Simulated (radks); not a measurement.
Effect of the nuclear size on the lutetium ion Lu2+, [Xe] 4f14 6s1. All-electron calculation, Dirac Kohn-Sham, BLYP, spin-unpolarised, spherical densities, finite nucleus; Fermi nuclear charge, rms radius 5.37 fm. Program: a radial shooting solver on a logarithmic mesh with Libxc functionals. The rms radius is varied about that value; shifts are against it.

| rms radius (fm) | total energy shift (eV) | density at nucleus (e/bohr^3) | 1s1/2 shift (meV) | 2s1/2 shift (meV) | 4p1/2 shift (meV) | 5s1/2 shift (meV) | 5p1/2 shift (meV) | 6s1/2 shift (meV) | 6p1/2 (empty) shift (meV) |
|---|---|---|---|---|---|---|---|---|---|
| 4.6719 | -10.8 | 1.162e+06 | -4420 | -606 | 0.075 | -4.94 | 0.306 | -0.575 | 0.102 |
| 5.021 | -5.55 | 1.136e+06 | -2260 | -310 | 0.038 | -2.53 | 0.157 | -0.294 | 0.052 |
| 5.37 | 0 | 1.112e+06 | 0.000 | 0.000 | 0.000 | 0.000 | 0.000 | 0.000 | 0.000 |
| 5.864 | 8.29 | 1.081e+06 | 3380 | 463 | -0.054 | 3.78 | -0.234 | 0.439 | -0.078 |
| 6.2185 | 14.5 | 1.061e+06 | 5930 | 812 | -0.094 | 6.62 | -0.409 | 0.771 | -0.136 |

Slopes of the eigenvalues against <r^2> in GHz/fm^2, as finite differences over the two radii next to the reference (eigenvalue slopes, not the field-shift constants of lines): 1s1/2 149000, 2s1/2 20400, 4p1/2 -2.42, 5s1/2 166, 5p1/2 -10.3, 6s1/2 19.3, 6p1/2 (empty) -3.41.
